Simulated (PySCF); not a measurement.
Question: Write Cartesian coordinates for `C(F)([C@H](CC)OC)F` as optimised with GFN2-xTB.

Answer: 
```
atom  x, y, z in Å
C1    -2.193   -0.639   -0.073
C2    -1.277    0.568    0.081
C3     0.120    0.275   -0.476
O4     0.698   -0.728    0.324
C5     1.792   -1.412   -0.248
C6     0.986    1.549   -0.440
F7     0.309    2.623   -0.913
F8     2.075    1.430   -1.241
H9    -1.749   -1.504    0.413
H10   -3.158   -0.437    0.385
H11   -2.351   -0.870   -1.124
H12   -1.172    0.818    1.138
H13   -1.697    1.428   -0.441
H14    0.050   -0.057   -1.525
H15    2.024   -2.224    0.438
H16    2.670   -0.769   -0.358
H17    1.530   -1.826   -1.228
H18    1.335    1.780    0.577
```

Any rigid rotation of these coordinates is as good. Atoms count from 1 in this order. Of the pairs four or more bonds apart, F7···H13 is among the closest relative to their van der Waals radii: 2.38 Å, 89 % of the sum of Bondi's values.

Bonds between heavy atoms (Å): C1–C2 1.523, C2–C3 1.532, C3–O4 1.407, O4–C5 1.411, C3–C6 1.541, C6–F7 1.354, C6–F8 1.358.

Structure optimised with GFN2-xTB, isolated species.

Point group: C1 (no symmetry element, even within 0.4 Å). GFN2-xTB frequencies: not computed here. The numbers are those of one conformer (C1–C2–C3–O4 -65°, C2–C3–O4–C5 162°, C2–C3–C6–F7 -46°).
